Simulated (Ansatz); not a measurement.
One change: `B1[SiH2]C[SiH2]1` becomes `C1[SiH2][AlH][SiH2]1`.

Ansatz, PBE0-D4/def2-TZVP geometries, multiplicity 1. 

| property | `B1[SiH2]C[SiH2]1` |
| --- | --- |
| LUMO energy (B3LYP/def2-TZVPP) / eV | -2.96 |
| size of the dipole moment (PBE/def2-TZVPP) / D | 0.53 |
| HOMO energy (B3LYP/def2-TZVPP) / eV | -6.92 |
| HOMO energy (PBE0/def2-TZVPP) / eV | -7.10 |
| LUMO energy (PBE0/def2-TZVPP) / eV | -2.81 |
| HOMO energy (PBE/def2-TZVPP) / eV | -6.02 |

Problem. What does the change do to each property? (Best estimate.)

Solution. The calculation gave: 
```
                                      property  `C1[SiH2][AlH][SiH2]1`  shift
           LUMO energy (B3LYP/def2-TZVPP) / eV                   -2.51   0.45
size of the dipole moment (PBE/def2-TZVPP) / D                    0.60   0.07
           HOMO energy (B3LYP/def2-TZVPP) / eV                   -6.30   0.62
            HOMO energy (PBE0/def2-TZVPP) / eV                   -6.48   0.62
            LUMO energy (PBE0/def2-TZVPP) / eV                   -2.36   0.45
             HOMO energy (PBE/def2-TZVPP) / eV                   -5.54   0.48
```

With PBE0 the HOMO rises by 0.62 eV and the LUMO rises by 0.45 eV, so the gap narrows by about 0.17 eV. PBE moves the HOMO by 0.48 eV and ωB97M-V by 0.79 eV. Dipoles are sizes alone; their direction can turn.

B3LYP here is the variant with VWN-RPA as its local correlation; programs differ in this.
